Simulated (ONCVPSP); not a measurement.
dysprosium (Dy), ONCV: configuration errors across variants

ONCVPSP 4.0.1 input, shortened (lines: element, Z, core and valence counts, functional; n l f; lmax; l rc ep ncon nbas qcut; lloc lpopt rc5 dvloc0; l nproj debl; icmod fcfact rcfact), LDA (Perdew-Wang 92), fully relativistic:

```
  Dy 66.00   12    2  -001012      upf
    1    0    2.00
    2    0    2.00
    2    1    6.00
    3    0    2.00
    3    1    6.00
    3    2   10.00
    4    0    2.00
    4    1    6.00
    4    2   10.00
    4    3    9.00
    5    0    2.00
    5    1    6.00
    5    2    1.00
    6    0    2.00
    2
    0    2.70    0.00    3    7    2.10
    1    3.10    0.16    3    7    2.70
    2    3.75    0.00    5   10    3.90
    4    5    2.40    2.00
    0    2    3.10
    1    2    0.60
    2    2    3.70
    2    0.40    0.70
```

Open shells are filled in proportion to 2j + 1.

In the p channel the program set the typed energies aside and used 0.050, 0.650 Ha (j = l + 1/2; the other j can differ).

All-electron excitation energies from the reference (eV): (1) 5d1 6s1 7.048; (2) 5d1 6s0 19.752; (3) 5d1 6s1.5 2.848.

4 further variants failed, have other tests or too few solved ones, and are left out.

A true bound ghost makes a file unfit for plane-wave use even where its test errors are small: the radial tests pick states by their node count and pass the ghost by.

Errors AE − PS in meV (a dash: test not solved or not reliable):

| change | (1) | (2) | (3) | bound ghosts | GHOST(+) flags above zero |
| --- | --- | --- | --- | --- | --- |
| base | +0.2 | -15 | +0.3 | p3/2 | s |
| s: qcut 1.5 | +0.8 | -16 | +0.7 | p3/2 | s |
| s: qcut 1.8 | +0.5 | -15 | +0.5 | p3/2 | s |
| s: qcut 2 | +0.3 | -15 | +0.4 | p3/2 | s |

Task: Give the same row for: s: qcut 1.3.

Result: +1.0, -16, +0.8; bound ghosts: p3/2; GHOST(+) flags above zero: s.
